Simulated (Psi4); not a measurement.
CHN, charge +1, doublet, at a GFN2-xTB geometry (a state made from the parent by changing its charge; the spin is typed, not shown lowest), atoms displaced at random by about 0.08 Å a coordinate; B3LYP/STO-3G, gradient in Psi4.

Here is a job for Psi4.
```
memory 2 GB

molecule mol {
1 2
  C     0.042834   -0.082622   -0.451130
  N     0.037610   -0.078338    0.769630
  H     0.185605    0.060886   -1.540438
symmetry c1
no_reorient
no_com
}

set basis sto-3g
set reference uks

gradient('b3lyp')
print_variables()
```

It wrote (shortened):

```
gradient() will perform analytic gradient computation.

   => Loading Basis Set <=

    Name: STO-3G
    Role: ORBITAL
    Keyword: BASIS

         ---------------------------------------------------------
                                   SCF
               by Justin Turney, Rob Parrish, Andy Simmonett
                          and Daniel G. A. Smith
                              UKS Reference
         ---------------------------------------------------------

  ==> Geometry <==

    Molecular point group: c1
    Full point group: C1

    Geometry (in Angstrom), charge = 1, multiplicity = 2:

       Center              X                  Y                   Z               Mass
    ------------   -----------------  -----------------  -----------------  -----------------
         C            0.042834000000    -0.082622000000    -0.451130000000    12.000000000000
         N            0.037610000000    -0.078338000000     0.769630000000    14.003074004430
         H            0.185605000000     0.060886000000    -1.540438000000     1.007825032230

  Running in c1 symmetry.

  Rotational constants: A =     73.75761  B =      1.27940  C =      1.26294 [cm^-1]
  Rotational constants: A = 2211197.47708  B =  38355.45115  C =  37862.13378 [MHz]
  Nuclear repulsion =   22.668998910797367

  Charge       = 1
  Multiplicity = 2
  Electrons    = 13
  Nalpha       = 7
  Nbeta        = 6

  ==> Algorithm <==

  SCF Algorithm Type is DF.
  DIIS enabled.
  MOM disabled.
  Fractional occupation disabled.
  Guess Type is SAD.
  Energy threshold   = 1.00e-08
  Density threshold  = 1.00e-08
  Integral threshold = 1.00e-12

  ==> Primary Basis <==

  Basis Set: STO-3G
    Blend: STO-3G
    Number of shells: 7
    Number of basis functions: 11
    Number of Cartesian functions: 11
    Spherical Harmonics?: true
    Max angular momentum: 1

  ==> DFT Potential <==

   => LibXC <=

    Version 7.1.2
    S. Lehtola, C. Steigemann, M. J. T. Oliveira, and M. A. L. Marques,  SoftwareX 7, 1–5 (2018) (10.1016/j.softx.2017.11.002)

   => Composite Functional: B3LYP <=

    B3LYP Hyb-GGA Exchange-Correlation Functional

    P. J. Stephens, F. J. Devlin, C. F. Chabalowski, and M. J. Frisch,  J. Phys. Chem. 98, 11623 (1994) (10.1021/j100096a001)

    Deriv               =              1
    GGA                 =           TRUE
    Meta                =          FALSE

    Exchange Hybrid     =           TRUE
    MP2 Hybrid          =          FALSE

   => Exchange Functionals <=

    0.0800   Slater exchange
    0.7200         Becke 88

   => Exact (HF) Exchange <=

    0.2000               HF

   => Correlation Functionals <=

    0.1900   Vosko, Wilk & Nusair (VWN5_RPA)
    0.8100   Lee, Yang & Parr

   => LibXC Density Thresholds  <==

    XC_HYB_GGA_XC_B3LYP:  1.00E-15

   => Molecular Quadrature <=

    Radial Scheme          =       TREUTLER
    Pruning Scheme         =           NONE
    Nuclear Scheme         =       TREUTLER

    Blocking Scheme        =         OCTREE
    BS radius alpha        =              1
    Pruning alpha          =              1
    Radial Points          =             75
    Spherical Points       =            302
    Total Points           =          64215
    Total Blocks           =            520
    Max Points             =            256
    Max Functions          =             11
    Weights Tolerance      =       1.00E-15

   => Loading Basis Set <=

    Name: (STO-3G AUX)
    Role: JKFIT
    Keyword: DF_BASIS_SCF

  ==> Integral Setup <==

  SCF_SUBTYPE=INCORE selected. In-core MEM_DF algorithm will be used.
  Using in-core AOs.

  ==> MemDFJK: Density-Fitted J/K Matrices <==

    J tasked:                   Yes
    K tasked:                   Yes
    wK tasked:                   No
    Algorithm:                 Core
    Schwarz Cutoff:           1E-12
    Mask sparsity (%):       0.0000
    Fitting Condition:        1E-10

   => Auxiliary Basis Set <=

  Basis Set: (STO-3G AUX)
[...]
  @DF-UKS Final Energy:   -91.74540427066444
    Total Energy =                        -91.7454042706644373
[...]
 Magnitude           :                                                    0.9688092

 ------------------------------------------------------------------------------------

         ------------------------------------------------------------
                                   SCF GRAD
                          Rob Parrish, Justin Turney,
                       Andy Simmonett, and Alex Sokolov
         ------------------------------------------------------------

  ==> Geometry <==

    Molecular point group: c1
    Full point group: C1

    Geometry (in Angstrom), charge = 1, multiplicity = 2:

       Center              X                  Y                   Z               Mass
    ------------   -----------------  -----------------  -----------------  -----------------
         C            0.042834000000    -0.082622000000    -0.451130000000    12.000000000000
         N            0.037610000000    -0.078338000000     0.769630000000    14.003074004430
         H            0.185605000000     0.060886000000    -1.540438000000     1.007825032230

  Nuclear repulsion =   22.668998910797367

  ==> Basis Set <==

  Basis Set: STO-3G
    Blend: STO-3G
    Number of shells: 7
    Number of basis functions: 11
    Number of Cartesian functions: 11
    Spherical Harmonics?: true
    Max angular momentum: 1

  ==> DFJKGrad: Density-Fitted SCF Gradients <==

    Gradient:                    1
    J tasked:                  Yes
    K tasked:                  Yes
    wK tasked:                  No
    Integrals threads:           1
    Schwarz Cutoff:          1E-12
    Fitting Condition:       1E-10

   => Auxiliary Basis Set <=

  Basis Set: (STO-3G AUX)
    Blend: DEF2-UNIVERSAL-JKFIT
    Number of shells: 56
    Number of basis functions: 170
    Number of Cartesian functions: 202
    Spherical Harmonics?: true
    Max angular momentum: 4

  ==> DFT Potential <==

   => LibXC <=

    Version 7.1.2
    S. Lehtola, C. Steigemann, M. J. T. Oliveira, and M. A. L. Marques,  SoftwareX 7, 1–5 (2018) (10.1016/j.softx.2017.11.002)

   => Composite Functional: B3LYP <=

    B3LYP Hyb-GGA Exchange-Correlation Functional

    P. J. Stephens, F. J. Devlin, C. F. Chabalowski, and M. J. Frisch,  J. Phys. Chem. 98, 11623 (1994) (10.1021/j100096a001)

    Deriv               =              1
    GGA                 =           TRUE
    Meta                =          FALSE

    Exchange Hybrid     =           TRUE
    MP2 Hybrid          =          FALSE

   => Exchange Functionals <=

    0.0800   Slater exchange
    0.7200         Becke 88

   => Exact (HF) Exchange <=

    0.2000               HF

   => Correlation Functionals <=

    0.1900   Vosko, Wilk & Nusair (VWN5_RPA)
    0.8100   Lee, Yang & Parr

   => LibXC Density Thresholds  <==

    XC_HYB_GGA_XC_B3LYP:  1.00E-15

   => Molecular Quadrature <=

    Radial Scheme          =       TREUTLER
    Pruning Scheme         =           NONE
    Nuclear Scheme         =       TREUTLER

    Blocking Scheme        =         OCTREE
    BS radius alpha        =              1
    Pruning alpha          =              1
    Radial Points          =             75
    Spherical Points       =            302
    Total Points           =          64215
    Total Blocks           =            520
    Max Points             =            256
    Max Functions          =             11
    Weights Tolerance      =       1.00E-15

  -Total Gradient:
     Atom            X                  Y                   Z
    ------   -----------------  -----------------  -----------------
       1        0.007819819424     0.009081753139     0.091627295592
       2       -0.001945187410    -0.003009004469    -0.115668437246
       3       -0.005880312950    -0.006078827080     0.024038890816

  Variable Map:
  ----------------------------------------------------------------------------
[...]
  Array Variable Map:
  ----------------------------------------------------------------------------
[...]
[...]
```
